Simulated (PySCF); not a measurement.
Telling isomers of C$_{6}$H$_{8}$F$_{3}$OP apart by NMR

Calculated, not measured (PySCF): coordinates at the GFN2-xTB level, GIAO PBE0/pcSseg-1 shieldings. No relativistic terms, one conformer, fast rotation and ring inversion assumed for equivalent nuclei, no solvent model.

Chemical shifts δ = σref − σ; TMS for ¹H and ¹³C, all at this level. Splittings of carbon signals by F and P are missing where no couplings were computed. Where no couplings were computed, multiplicities follow the n + 1 count of equivalent neighbours, and m marks all less simple cases (inequivalent or close neighbours, rings, F or P nearby). Shifts are as computed. Against solution values, carbons near 30 ppm lie about +3 ppm off and those near 130 ppm about +5 ppm. Of 1211 compounds with measured shifts, 218 miss one by over three times the rms of a fit or turn the order of signals round; such compounds aren't used in these exercises.

(1) Tabulate the signals of `C=C[P@](=O)(C1CC1)C(F)(F)F`, `CC(C)[P@]1(=O)C=C1C(F)(F)F`, `FC(F)=C(F)P1CCOCC1`, `C[C@H]1C[P@@](=O)(C(F)=C(F)F)C1` and their relative energies.

(2) What is the quickest way to tell FC(F)=C(F)P1CCOCC1 from C[C@H]1C[P@@](=O)(C(F)=C(F)F)C1?

(3) What is the quickest way to tell C=C[P@](=O)(C1CC1)C(F)(F)F from CC(C)[P@]1(=O)C=C1C(F)(F)F?

(4) What is the quickest way to tell CC(C)[P@]1(=O)C=C1C(F)(F)F from C[C@H]1C[P@@](=O)(C(F)=C(F)F)C1?

## Answers

(1) 
```json
{"SMILES": "C=C[P@](=O)(C1CC1)C(F)(F)F", "carbon types": "1×C 2×CH 3×CH2", "δC": "148.4, 135.7, 132.7, 8.0, 4.1, 1.6", "δH": "7.01 (m, 1H), 6.89 (m, 1H), 6.48 (m, 1H), 1.33 (m, 1H), 0.93 (m, 1H), 0.88 (m, 1H), 0.82 (m, 1H), 0.76 (m, 1H)", "E rel. (kcal/mol)": "0.0"}
{"SMILES": "CC(C)[P@]1(=O)C=C1C(F)(F)F", "carbon types": "2×C 2×CH 2×CH3", "δC": "175.9, 169.2, 130.1, 37.7, 21.3, 18.5", "δH": "9.19 (m, 1H), 2.83 (m, 1H), 1.60 (m, 3H), 0.68 (m, 3H)", "E rel. (kcal/mol)": "9.2"}
{"SMILES": "FC(F)=C(F)P1CCOCC1", "carbon types": "2×C 4×CH2", "δC": "168.5, 141.6, 69.1, 27.5", "δH": "4.00 (m, 4H), 1.93 (m, 4H)", "E rel. (kcal/mol)": "20.2"}
{"SMILES": "C[C@H]1C[P@@](=O)(C(F)=C(F)F)C1", "carbon types": "2×C 1×CH 2×CH2 1×CH3", "δC": "169.8, 140.0, 46.9, 26.5, 19.3", "δH": "2.95 (m, 2H), 2.41 (m, 2H), 2.31 (m, 1H), 1.19 (d, 3H)", "E rel. (kcal/mol)": "10.7"}
```

Energies are electronic energies at PBE0/pcSseg-1 on these geometries, without zero-point or thermal terms, each for the one conformer computed, which needn't be the lowest.

(2) Count the carbon signals: 4 against 5. The first has an sp3 CH2 bonded to O at 69.1 ppm, the second a methyl carbon (CH3) at 26.5 ppm. Their most deshielded carbons lie at 168.5 and 169.8 ppm. In the proton spectra the most deshielded non-exchanging signals are 4.00 (m, 4H) and 2.95 (m, 2H).

(3) Both give the same number of carbon signals, but DEPT or the intensities differ. The first has a terminal =CH2 carbon at 148.4 ppm, the second a methyl carbon (CH3) at 21.3 ppm. Their most deshielded carbons lie at 148.4 and 175.9 ppm. In the proton spectra the most deshielded non-exchanging signals are 7.01 (m, 1H) and 9.19 (m, 1H).

(4) Count the carbon signals: 6 against 5. The first has an alkene CH at 169.2 ppm, the second an sp3 CH2 bonded to P at 46.9 ppm. Their most deshielded carbons lie at 175.9 and 169.8 ppm. In the proton spectra the most deshielded non-exchanging signals are 9.19 (m, 1H) and 2.95 (m, 2H).
